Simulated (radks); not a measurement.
Species: Ce0.2+. Configuration: [Ar] 3d10 4s2 4p(1/2: 2, 3/2: 3.8) 4d10 4f1 5s2 5p6 5d1 6s2 (fractional occupations, a model configuration).

All-electron calculation, Dirac Kohn-Sham, BLYP, spin-unpolarised, spherical densities, point nucleus; open shells fill j = l - 1/2 first. Program: a radial shooting solver on a logarithmic mesh with Libxc functionals.

Energy parts (hartree):
part                       energy
total                  -8864.4261
kinetic                 9511.6754
electron-nucleus      -21584.7455
Hartree                 3419.2456
exchange-correlation    -210.6016

Orbitals (lengths in bohr, moments of r in powers of bohr; <r^-3> diverges for s and p1/2; r(max) is where P^2 peaks):
orbital,occ.,eigenvalue (hartree),<r^-3>,r(max),small-component weight
1s1/2,2,-1479.015,-,0.01574,4.61e-02
2s1/2,2,-236.8440,-,0.08921,1.00e-02
2p1/2,2,-223.6325,-,0.06797,1.00e-02
2p3/2,4,-207.2124,7089,0.07323,9.44e-03
3s1/2,2,-51.10608,-,0.2548,3.07e-03
3p1/2,2,-45.51189,-,0.2416,3.01e-03
3p3/2,4,-42.28549,1430,0.2530,2.84e-03
3d3/2,4,-32.50274,234.6,0.2033,2.72e-03
3d5/2,6,-31.80976,213.3,0.2065,2.67e-03
4s1/2,2,-10.43281,-,0.5930,9.49e-04
4p1/2,2,-8.35416,-,0.6022,8.83e-04
4p3/2,3.8,-7.65787,309.7,0.6265,8.28e-04
4d3/2,4,-4.24419,42.24,0.6469,6.85e-04
4d5/2,6,-4.12189,38.05,0.6548,6.70e-04
5s1/2,2,-1.56214,-,1.365,2.15e-04
5p1/2,2,-0.98906,-,1.489,1.72e-04
5p3/2,4,-0.88512,45.81,1.555,1.57e-04
4f5/2,1,-0.30438,4.490,0.6994,3.54e-04
4f7/2,0,-0.29161,4.369,0.7040,3.49e-04
6s1/2,2,-0.17223,-,3.616,2.86e-05
5d3/2,1,-0.16383,2.886,2.110,6.65e-05
5d5/2,0,-0.15569,2.542,2.148,6.37e-05

The highest occupied level is 5d3/2 at -4.458 eV. The configuration is held as typed, so some empty levels lie below it. Summed over all electrons, <r^2> = 88.17 bohr^2, which gives a Langevin (diamagnetic) susceptibility term of -69.8 x 10^-6 cm^3/mol. The density falls to 0.001 e/bohr^3 at r = 5.34 bohr.
